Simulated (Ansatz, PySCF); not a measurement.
Caution: the highest occupied level lies above zero, so the state may not be bound. This singlet lies 0.84 eV below the relaxed triplet at the level frozen-core CCSD(T)/aug-cc-pVDZ // B3LYP-D3(BJ)/def2-TZVPD (Ansatz, an electronic-structure program).

B3LYP has the VWN-RPA correlation part, as in Gaussian. 

```xyz
7

C     -0.7455    -0.0273     0.0185
B      0.5474    -0.9488     0.1539
O      1.7481    -0.3021     0.0199
H     -1.3871    -0.3690    -0.8012
H     -1.3524    -0.0676     0.9297
H     -0.4629     1.0391    -0.1728
H      1.6524     0.6757    -0.1480
```

Charge -1, multiplicity 1.

Task: Give the Mulliken and meta-Löwdin atomic charges from B3LYP-D3(BJ)/def2-TZVPD run with PySCF 2.14.0.

Result: 
```json
[
 {"atom": "C1", "Mulliken (e)": "-0.99", "meta-Löwdin (e)": "-0.54"},
 {"atom": "B2", "Mulliken (e)": "-1.05", "meta-Löwdin (e)": "-0.28"},
 {"atom": "O3", "Mulliken (e)": "0.37", "meta-Löwdin (e)": "-0.56"},
 {"atom": "H4", "Mulliken (e)": "0.18", "meta-Löwdin (e)": "0.09"},
 {"atom": "H5", "Mulliken (e)": "0.19", "meta-Löwdin (e)": "0.09"},
 {"atom": "H6", "Mulliken (e)": "0.21", "meta-Löwdin (e)": "0.01"},
 {"atom": "H7", "Mulliken (e)": "0.09", "meta-Löwdin (e)": "0.19"}
]
```
